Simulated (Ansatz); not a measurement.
This geometry of BClH5NO (9 atoms, charge 0, multiplicity 1) is a first-order saddle point.

Computed with RHF/def2-SVP in Ansatz 0.2.0.

```xyz
9
Properties=species:S:1:pos:R:3
B 0.154 0.446 -0.211
Cl -0.480 -0.333 2.564
O 1.364 -0.018 -0.496
H 1.398 -0.837 -0.966
H -0.872 0.075 -0.681
N 0.144 1.668 0.682
H 1.041 2.120 0.770
H -0.585 2.337 0.496
H -0.097 1.118 1.627
```

Which two structures does it join? (They come from a converged band through this point; their orientation in space is the band's.)

Bonds broken: B1–Cl2, N6–H9. Bonds formed: Cl2–H9. BClH5NO becomes BH4NO + ClH.

Image 0:

```xyz
9
Properties=species:S:1:pos:R:3
B 0.063 0.172 0.245
Cl 0.122 -0.823 1.871
O 1.240 0.114 -0.518
H 1.372 -0.723 -0.931
H -0.998 -0.023 -0.309
N 0.057 1.720 0.772
H 0.914 1.887 1.278
H 0.018 2.353 -0.011
H -0.719 1.898 1.389
```

Image 10:

```xyz
9
Properties=species:S:1:pos:R:3
B 0.275 0.597 -0.465
Cl -0.749 -0.146 3.261
O 1.455 -0.040 -0.657
H 1.403 -0.811 -1.196
H -0.741 0.212 -0.982
N 0.239 1.723 0.386
H 1.084 2.142 0.721
H -0.557 2.324 0.429
H -0.341 0.575 2.286
```

How far does it lie above each of them?

21.2 kcal/mol above the first and 17.8 kcal/mol above the second. This is the barrier of this one path; another mechanism may lie lower. The orbitals stay closed-shell, which can raise the energy where a bond breaks towards radicals; this wasn't checked here.

Run time: 2.8 min on 1 thread of Arm Neoverse V2 (shared host), peak memory 0.15 GiB.
